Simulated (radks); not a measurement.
All-electron atom: La55+ in [He] (the NIST ground configuration). All-electron calculation, scalar-relativistic Kohn-Sham, BLYP, spin-polarised, spherical densities, finite nucleus; Fermi nuclear charge, rms radius 4.855 fm. Program: a radial shooting solver on a logarithmic mesh with Libxc functionals.

Normalised radial functions P(r) = r R(r), r in bohr:

r             1s
0.001384  1.4004
0.001499  1.4963
0.001611  1.5874
0.001731  1.6833
0.001875  1.7955
0.002015  1.9018
0.002165  2.0132
0.002346  2.1430
0.002521  2.2653
0.002709  2.3929
0.002935  2.5406
0.003154  2.6789
0.003417  2.8383
0.003672  2.9866
0.003946  3.1394
0.004274  3.3137
0.004593  3.4742
0.004936  3.6376
0.005348  3.8217
0.005747  3.9886
0.006176  4.1559
0.00669   4.3406
0.00719   4.5045
0.007788  4.6823
0.00837   4.8366
0.008995  4.9837
0.009744  5.1364
0.01047   5.2620
0.01125   5.3741
0.01219   5.4801
0.0131    5.5564
0.01419   5.6169
0.01525   5.6472
0.01639   5.6523
0.01775   5.6262
0.01908   5.5722
0.0205    5.4880
0.02221   5.3581
0.02387   5.2080
0.02565   5.0269
0.02779   4.7907
0.02986   4.5486
0.03235   4.2501
0.03477   3.9587
0.03736   3.6501
0.04047   3.2928
0.04349   2.9642
0.04674   2.6347
0.05063   2.2746
0.05441   1.9621
0.05848   1.6659
0.06335   1.3614
0.06808   1.1133
0.07375   0.8698
0.07925   0.6810
0.08517   0.5210
0.09226   0.3758
0.09915   0.2723

1s: eigenvalue -44887 eV, 0 radial nodes, <r> = 0.0249 bohr, 90 % of the charge inside 0.0449 bohr.
